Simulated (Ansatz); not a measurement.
Born–Oppenheimer molecular dynamics of BFGeH4 (7 atoms, charge 0, multiplicity 1). It starts from a relaxed structure.

Theory: Ansatz, RHF/def2-SVP.

- ensemble: NVE (velocity Verlet)
- time step: 0.5 fs
- steps asked: 100
- starting velocities drawn for: 1000 K
- seed: 105496

First frame:

```xyz
7
Properties=species:S:1:pos:R:3
F -1.555 -1.459 0.508
B -0.306 -1.203 0.189
Ge 0.266 0.796 -0.152
H 0.438 -2.144 0.115
H 1.734 0.891 -0.595
H 0.096 1.623 1.134
H -0.612 1.429 -1.244
```

Question: What does the run give?

Answer: All steps were run.

```json
{"steps done": "100", "time covered": "50 fs", "mean temperature over the second half": "427 K", "spread of the potential energy over the second half": "6.6 meV per atom", "mean potential energy of the second half above the start": "52.9 meV per atom"}
```

The conserved energy stayed within 0.088 meV per atom of its start (net change 0.067 meV per atom), so the integration is sound. A run of 0.05 ps of so small a system gives no equilibrium averages.

Question: What happens to the structure?

Answer: The same pairs are bonded in the first frame and the last. Pairs count as bonded within 1.25 times the sum of covalent radii (0.12 Å more for H–H). Another seed would give other details.

Question: How do temperature and energy run in time?

Answer: 
| time (fs) | T (K) | potential energy less start (eV) | conserved less start (meV/atom) |
| --- | --- | --- | --- |
| 0.0 | 1000 | 0.000 | 0.00 |
| 4.0 | 771 | 0.149 | 0.06 |
| 8.0 | 492 | 0.329 | 0.07 |
| 12.0 | 380 | 0.401 | 0.08 |
| 16.0 | 438 | 0.363 | 0.04 |
| 20.0 | 392 | 0.393 | 0.07 |
| 24.0 | 372 | 0.407 | 0.06 |
| 28.0 | 391 | 0.394 | 0.07 |
| 32.0 | 477 | 0.339 | 0.06 |
| 36.0 | 536 | 0.300 | 0.04 |
| 40.0 | 478 | 0.338 | 0.05 |
| 44.0 | 358 | 0.415 | 0.06 |
| 48.0 | 340 | 0.427 | 0.08 |

Time of the run: 71 s on 1 CPU thread of a shared host.
